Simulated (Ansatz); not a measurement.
Species: sum formula BN$_{2}$H$_{4}$Cl (charge 0, singlet). 
Coordinates optimised at B3LYP-D3(BJ)/def2-TZVP (Ansatz, a quantum-chemistry and plane-wave program):
SMILES: NB(N)Cl
```xyz
8

N     -1.1176    -1.2074    -0.2308
B      0.0437    -0.4192    -0.1476
N      1.3329    -0.8584    -0.4964
Cl    -0.1325     1.2714     0.4475
H     -1.1216    -2.1602    -0.5500
H     -2.0201    -0.8535     0.0290
H      1.5326    -1.7822    -0.8377
H      2.1363    -0.2615    -0.4215
```
Charge 0, spin multiplicity 1.

Computed values are from Ansatz. Correlated levels leave the core frozen unless marked. UHF or UKS for open shells. Spin-orbit coupling is left out. Non-relativistic. CBS(X,Y): correlation extrapolated as X^-3; Hartree-Fock from the larger set.

Question: What is the dipole moment at CCSD(T)/aug-cc-pV(D+d)Z?

Answer: 2.82 D.

Question: What is the T1 diagnostic at CCSD/aug-cc-pV(Q+d)Z?

Answer: 0.010.

Question: What is the atomisation energy De at CCSD(T)/CBS(aug-cc-pV(T+d)Z,aug-cc-pV(Q+d)Z)?

Answer: 3006.5 kJ/mol.

Question: What is the total energy at CCSD(T)/CBS(aug-cc-pV(T+d)Z,aug-cc-pV(Q+d)Z)?

Answer: -596.5135 Eh.
